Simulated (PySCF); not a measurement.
Zr(F)3(OH) (F3HOZr), SMILES [OH][Zr]([F])([F])[F], multiplicity 1.

Geometry optimised at B3LYP-D3(BJ)/def2-SVP. The multiplicity is an assumed one; other spin states were not compared. The def2 effective core potentials stand for the cores of Zr; spin–orbit coupling is left out. One conformer was computed; it need not be the lowest.

The numbers are results of PBE0/def2-TZVP (PySCF), not measurements.

The molecule is in vacuum.

**Question.** Estimate the frontier levels, gap, dipole moment and polarisability. (Estimate from the structure and the level; the computed values follow.)

**Answer.** 
| Quantity | Value |
|---|---|
| highest occupied level | -10.26 eV |
| lowest empty level | -0.79 eV |
| orbital gap | 9.47 eV |
| dipole moment | 2.75 D |
| quadrupole, principal values (traceless, Buckingham form, about the centre of nuclear charge) | -5.79, -5.79, 11.57 D·Å |
| mean static polarisability | 36.1 bohr³ (5.35 Å³) |
| polarisability, principal values | 34.0, 34.0, 40.3 bohr³ |
